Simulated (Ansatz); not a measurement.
Input file for Ansatz (a program for electronic structure): R-CCSD(T)/aug-cc-pVQZ on HF (SMILES F).

Ansatz 0.2 input:
```yaml
crystal:
  periodic: [false, false, false]
  atoms:
    - {symbol: F, position_ang: [-0.17405263, -0.13736342, -0.71344463]}
    - {symbol: H, position_ang: [-0.13006389, -0.46683909, 0.15395053]}
basis:
  gaussian:
    orbitals: aug-cc-pVQZ
magnetization: {spin_polarized: false}
correlation: {method: ccsd_t, electrons: outside_noble_gas}
scf: {lower_state_search: off}
```

### Question
Predict the final total energy.

### Answer
-100.3772 hartree (reference determinant -100.0678, T1 diagnostic 0.009).
